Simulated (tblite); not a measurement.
Compound: C5H9ClSi.
Atom-mapped SMILES: `[CH3:1]/[C:2]([CH2:3][Cl:4])=[C:5]1\[CH2:6][SiH2:7]1` (hydrogens: H8, H9, H10 on C1; H11, H12 on C3; H13, H14 on C6; H15, H16 on Si7)

Structure optimised with GFN2-xTB, isolated species.

(1) What internal coordinates does the optimisation give?

Answers

(1) 
| bond | length (pm) |
| --- | --- |
| C1–C2 | 150.2 |
| C2–C3 | 149.4 |
| C3–Cl4 | 180.2 |
| C2=C5 | 132.1 |
| C5–C6 | 150.5 |
| C6–Si7 | 190.1 |
| C5–Si7 | 185.3 |
| C1–H8, C1–H9, C1–H10 | 108.9 |
| C3–H11, C3–H12 | 109.0 |
| C6–H13, C6–H14 | 108.3 |
| Si7–H15, Si7–H16 | 145.2 |

Bonds in one row agree within 1 pm and their mean is given. A selection of angles:
| angle | degrees |
| --- | --- |
| C2–C1–H8 | 109.8 |
| C2–C1–H9 | 110.5 |
| H8–C1–H9 | 109.1 |
| H8–C1–H10 | 108.0 |
| C1–C2–C3 | 115.7 |
| C1–C2–C5 | 123.4 |
| C3–C2–C5 | 120.9 |
| C2–C3–Cl4 | 109.9 |
| C2–C3–H11 | 112.2 |
| Cl4–C3–H11 | 105.7 |
| H11–C3–H12 | 110.8 |
| C2–C5–C6 | 137.3 |
| C2–C5–Si7 | 154.6 |
| C6–C5–Si7 | 68.1 |
| C5–C6–Si7 | 64.7 |
| C5–C6–H13 | 116.0 |
| Si7–C6–H13 | 121.3 |
| H13–C6–H14 | 110.9 |
| C6–Si7–H15 | 117.8 |
| C5–Si7–C6 | 47.2 |
| C5–Si7–H15 | 118.8 |
| H15–Si7–H16 | 117.1 |

Torsions: C1–C2–C3–Cl4 -75° (synclinal); C1–C2–C5–C6 0° (synperiplanar); C2–C5–C6–Si7 178° (antiperiplanar); C2–C5–Si7–C6 -177° (antiperiplanar). The mirror-image conformer, all signs reversed, is as good.

Of the pairs four or more bonds apart, C6···H9 is among the closest relative to their van der Waals radii: 2.84 Å, 98 % of the sum of Bondi's values. The 4 C–C bonds span 1.321 Å (C2=C5, drawn double) to 1.505 Å (C5–C6, drawn single), a spread of 0.184 Å. The 3-membered ring C5–C6–Si7 has internal angles of 47.2° to 68.1°. Si7 (SiH2 silicon) has angles from 47.2° to 119.1°. The C–Si distances run from 1.853 Å (C5–Si7, drawn single) to 1.901 Å (C6–Si7, drawn single), a spread of 0.048 Å.

Point group: C1 (no symmetry element, even within 0.4 Å). Its GFN2-xTB frequencies are all real (lowest 42 cm⁻¹). One conformer, not necessarily the lowest.

Hardware: one thread of an Arm Neoverse N1, shared host with 64 logical CPUs at a one-minute load of 60. Cost: 0.92 s of wall time. These figures are those of the optimisation.

All values are computed, not measured.
